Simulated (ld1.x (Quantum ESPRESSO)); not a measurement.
## antimony (Sb), ultrasoft: configuration errors across variants

Sb, ultrasoft, made with ld1.x (Quantum ESPRESSO) 7.5 (PBE, scalar-relativistic). Core [Ar] 3d10, reference 4s2 4p6 4d10 5s2 5p0 (charge +3). Waves: 4s (bound): rcut 1.00, rcutus 1.05 bohr; 5s (bound): rcut 1.00, rcutus 1.05 bohr; 4p (bound): rcut 1.20, rcutus 1.65 bohr; 5p (bound, empty): rcut 1.20, rcutus 1.65 bohr; 4d (bound): rcut 1.20, rcutus 1.30 bohr; 4d channel at -2.1 Ry: rcut 1.20, rcutus 1.30 bohr. Local part: all-electron potential smoothed inside 1.50 bohr (lloc = -1). Core correction: Bessel-smoothed model core, default radius (core density twice the valence density). Augmentation charge: PSQ, inside the norm-conserving radii.

All-electron excitation energies from the reference (eV): (1) 4s2 4p6 4d10 5s2 5p3 -48.698; (2) 4s2 4p6 4d10 5s2 5p2 -40.381; (3) 4s2 4p6 4d10 5s2 5p1 -24.413; (4) 4s2 4p6 4d10 5s0 5p5 -32.267; (5) 4s2 4p6 4d9 5s2 5p4 -17.578; (6) 4s2 4p6 4d10 5s1 5p3 -31.649; (7) 4s2 4p6 4d10 5s1 5p4 -40.586.

The default core radius of the base comes out at 0.51 bohr.

3 further variants failed, have other tests or another functional or relativity, and are left out.

The file “augmentation built from norm-conserving waves at rcut, not smoothed further” misses its own reference levels by 4.0 eV.

Errors AE − PS in meV (a dash: test not solved or not reliable):

```csv
change,(1),(2),(3),(4),(5),(6),(7),bound ghosts
base,+14,+7.6,+3.4,-29,+8.6,-8.7,-2.3,none
"waves 4d (bound): rcut 1.20, rcutus 1.38 bohr; 4d channel at -2.1 Ry: rcut 1.20, rcutus 1.38 bohr",+15,+8.0,+3.7,-28,+4.9,-7.9,-1.3,none
"augmentation built from norm-conserving waves at rcut, not smoothed further",-1724,-1629,-1107,+2387,-6709,+531,+283,not determined
local potential all-electron potential smoothed inside 1.05 bohr (lloc = -2),-2.7,-0.8,+1.6,-48,+9.3,-18,-21,none
core correction Bessel-smoothed model core inside 1.16 bohr,+17,+9.5,+4.2,-16,+8.0,-2.8,+4.6,none
```

**Question.** Give the same row for: wave 4d channel at -2.1 Ry: rcut 1.20, rcutus 1.30 bohr becomes 4d channel at -2.02 Ry: rcut 1.20, rcutus 1.30 bohr.

**Answer.** +14, +7.6, +3.4, -29, +8.7, -8.6, -2.3; bound ghosts: none.
